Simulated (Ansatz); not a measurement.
Geometry optimisation, RKS r2SCAN/def2-SVP (Ansatz).

input.yaml

```yaml
crystal:
  periodic: [false, false, false]
  atoms:
    - { symbol: In, position_ang: [-0.3463, -0.9418, -1.7167] }
    - { symbol: H, position_ang: [-0.3878, -0.1557, 0.4275] }
    - { symbol: O, position_ang: [0.0569, 1.2248, -0.5815] }
    - { symbol: O, position_ang: [-1.3149, -0.5298, 0.5978] }
    - { symbol: H, position_ang: [0.4333, 0.246, 0.0308] }
    - { symbol: O, position_ang: [1.2138, -0.7633, 0.1421] }
    - { symbol: H, position_ang: [0.8416, 1.7563, -0.723] }
    - { symbol: H, position_ang: [-1.8712, 0.2295, 0.7883] }
    - { symbol: H, position_ang: [1.3746, -1.0661, 1.0348] }
basis:
  gaussian: { orbitals: def2-SVP }
hamiltonian:
  xc: r2scan
relax:
  f_tol: 0.15
  max_steps: 25
  restrain:
    - { distance: [0, 5], at: 2.08, k: 30.0 }
    - { distance: [4, 1], at: 0.62, k: 30.0 }
    - { distance: [0, 1], at: 3.03, k: 30.0 }
    - { distance: [4, 5], at: 2.27, k: 30.0 }
output:
  orbitals: {}
```

Command:

```bash
$ ansatz run input.yaml --threads 2 --pin off --max-ram 3072MiB --backend cpu --events-out ev --progress --plain --runs-dir out
```

Where does it end, and by what steps?

The forces met the threshold. The restraints hold the end off the free minimum. After 12 steps the energy has risen by 0.416 eV (the restraints' own energy left out); H5 moved furthest, 0.98 Å. Parted: In1–O4.

```tsv
step	energy less start (eV)	largest force component (eV/Å)	accepted
0	0.0000	4.325	yes
1	0.4092	3.976	yes
2	0.7514	4.128	yes
3	0.9337	4.402	yes
4	0.7946	5.057	yes
5	0.7213	4.963	yes
6	0.6276	4.960	yes
7	0.5463	5.395	yes
8	0.4983	5.512	yes
9	0.4662	5.310	yes
10	0.4266	5.344	yes
11	0.4230	5.363	yes
12	0.4163	5.416	yes
```

```xyz
9
Properties=species:S:1:pos:R:3
In 0.333 -1.167 -1.852
H -0.626 0.263 0.636
O 0.101 1.275 -0.672
O -1.429 -0.268 0.908
H -0.442 0.688 -0.060
O 1.316 -0.763 -0.056
H 0.986 0.949 -0.379
H -2.099 0.419 1.047
H 1.860 -1.397 0.428
```

Whether the end is a true minimum wasn't checked by a vibrational analysis.

Run time: 41 s on 2 threads of Arm Neoverse V1, with other jobs on the host, peak memory 0.15 GiB.
